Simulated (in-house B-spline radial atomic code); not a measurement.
## How G0W0 and RPA depend on the start: Mg⁵⁺

Configuration [He] 2s2 2p3, highest spin. Computed with a B-spline radial code for spherical atoms: all electrons, non-relativistic, point nucleus, each spin shell either full or empty, empty states to l = 9 with an (l + 1/2)⁻⁴ tail; G0W0 by contour deformation at full frequency.

```json
{"start": "Hartree-Fock", "mean-field 2p up (eV)": "-188.29", "G0W0 (eV)": "-187.41", "QP weight": "0.981", "RPA correlation (Eh)": "-0.33017"}
{"start": "LDA VWN5", "mean-field 2p up (eV)": "-168.64", "G0W0 (eV)": "-186.59", "QP weight": "0.959", "RPA correlation (Eh)": "-0.3808"}
{"start": "PBE", "mean-field 2p up (eV)": "-168.76", "G0W0 (eV)": "-186.46", "QP weight": "0.960", "RPA correlation (Eh)": "-0.38048"}
{"start": "PBE0", "mean-field 2p up (eV)": "-173.85", "G0W0 (eV)": "-186.79", "QP weight": "0.969", "RPA correlation (Eh)": "-0.36479"}
{"start": "r2SCAN", "mean-field 2p up (eV)": "-170.91", "G0W0 (eV)": "-186.63", "QP weight": "0.965", "RPA correlation (Eh)": "-0.3717"}
{"start": "HSE06", "mean-field 2p up (eV)": "-173.37", "G0W0 (eV)": "-186.77", "QP weight": "0.968", "RPA correlation (Eh)": "-0.36607"}
{"start": "B3LYP (VWN-RPA)", "mean-field 2p up (eV)": "-172.93", "G0W0 (eV)": "-186.71", "QP weight": "0.967", "RPA correlation (Eh)": "-0.36789"}
{"start": "SCAN", "mean-field 2p up (eV)": "-171.06", "G0W0 (eV)": "-186.60", "QP weight": "0.965", "RPA correlation (Eh)": "-0.37162"}
{"start": "TPSS", "mean-field 2p up (eV)": "-169.29", "G0W0 (eV)": "?", "QP weight": "?", "RPA correlation (Eh)": "?"}
{"start": "BHandHLYP", "mean-field 2p up (eV)": "-178.83", "G0W0 (eV)": "-187.01", "QP weight": "0.974", "RPA correlation (Eh)": "-0.35191"}
{"start": "CAM-B3LYP", "mean-field 2p up (eV)": "-174.93", "G0W0 (eV)": "-186.85", "QP weight": "0.970", "RPA correlation (Eh)": "-0.36179"}
{"start": "LC-wPBE", "mean-field 2p up (eV)": "-174.69", "G0W0 (eV)": "?", "QP weight": "?", "RPA correlation (Eh)": "?"}
{"start": "wB97X", "mean-field 2p up (eV)": "-175.51", "G0W0 (eV)": "-186.86", "QP weight": "0.972", "RPA correlation (Eh)": "-0.35799"}
{"start": "PBEsol", "mean-field 2p up (eV)": "-168.54", "G0W0 (eV)": "-186.53", "QP weight": "0.959", "RPA correlation (Eh)": "-0.38029"}
{"start": "BLYP", "mean-field 2p up (eV)": "-168.71", "G0W0 (eV)": "-186.41", "QP weight": "0.959", "RPA correlation (Eh)": "-0.38069"}
{"start": "r2SCAN0", "mean-field 2p up (eV)": "-175.42", "G0W0 (eV)": "-186.88", "QP weight": "0.971", "RPA correlation (Eh)": "-0.35931"}
{"start": "LDA exchange-only", "mean-field 2p up (eV)": "-167.09", "G0W0 (eV)": "-186.64", "QP weight": "0.957", "RPA correlation (Eh)": "-0.38043"}
```

Problem. What G0W0 level, weight and RPA correlation energy follow from the TPSS start?

Solution. G0W0 level -186.50 eV, weight 0.962, RPA correlation -0.37637 hartree.

Problem. What G0W0 level, weight and RPA correlation energy follow from the LC-wPBE start?

Solution. G0W0 level -186.91 eV, weight 0.970, RPA correlation -0.36178 hartree.

Problem. How much of the dependence on the start does G0W0 remove?

Solution. The mean-field levels span 21.2 eV and the G0W0 levels 1 eV. Against 186.76 ± 0.06 eV (NIST, semi-empirical) the G0W0 removal energies are off by -0.35 to +0.65 eV, with relativity, Breit and QED terms left out.
